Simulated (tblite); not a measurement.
Species: CH5FO2Si2.
Atom-mapped SMILES: `[F:1][Si@H:2]1[O:3][CH2:4][SiH2:5][O:6]1` (hydrogens: H7 on Si2; H8, H9 on C4; H10, H11 on Si5)

Computed geometry: GFN2-xTB, gas phase.

**Question.** List the bond lengths, angles and torsions at this level.

**Answer.** 
```
   bond  length (Å)   order
 F1–Si2       1.596  single
 Si2–O3       1.613  single
  O3–C4       1.424  single
 C4–Si5       1.929  single
 Si5–O6       1.631  single
 Si2–O6       1.634  single
 Si2–H7       1.437  single
  C4–H8       1.092  single
  C4–H9       1.094  single
Si5–H10       1.455  single
Si5–H11       1.456  single
```

Orders are formal, as drawn. A selection of angles:
```
      angle  degrees
  F1–Si2–O3    109.8
  F1–Si2–O6    108.7
  F1–Si2–H7    110.0
  O3–Si2–O6    102.2
  O3–Si2–H7    115.7
  O6–Si2–H7    110.1
  Si2–O3–C4    117.9
  O3–C4–Si5    106.8
   O3–C4–H8    107.2
   O3–C4–H9    107.6
  Si5–C4–H8    114.1
  Si5–C4–H9    113.4
   H8–C4–H9    107.4
  C4–Si5–O6     96.0
 C4–Si5–H10    112.9
 C4–Si5–H11    112.2
 O6–Si5–H10    108.1
 O6–Si5–H11    107.3
H10–Si5–H11    117.7
 Si2–O6–Si5    116.5
```

Torsions: F1–Si2–O3–C4 122° (anticlinal); Si2–O3–C4–Si5 -7° (synperiplanar); O3–C4–Si5–O6 4° (synperiplanar); C4–Si5–O6–Si2 -1° (synperiplanar); F1–Si2–O6–Si5 -119° (anticlinal).

O6 (siloxane oxygen) is bent (angle 116.5°). Si2 (fluorine-bound silicon) is distorted tetrahedral (angles from 102.2° to 115.7°). The 5-membered ring Si2–O3–C4–Si5–O6 has internal angles of 96.0° to 117.9° (sum 540°, against 540° for a flat polygon); it is almost planar, 0.03 Å rms from its mean plane, widest ring torsion 7°. The O–Si distances run from 1.613 Å (Si2–O3, drawn single) to 1.634 Å (Si2–O6, drawn single), a spread of 0.021 Å. Si5 (oxygen-bound silicon) has angles from 96.0° to 117.7°.

Point group: C1 (no symmetry element, even within 0.4 Å). Its GFN2-xTB frequencies are all real (lowest 93 cm⁻¹).

Time: 0.26 s. Hardware: Arm Neoverse V1, one thread, shared host with 32 logical CPUs at a one-minute load of 20. That covers the optimisation of the geometry.
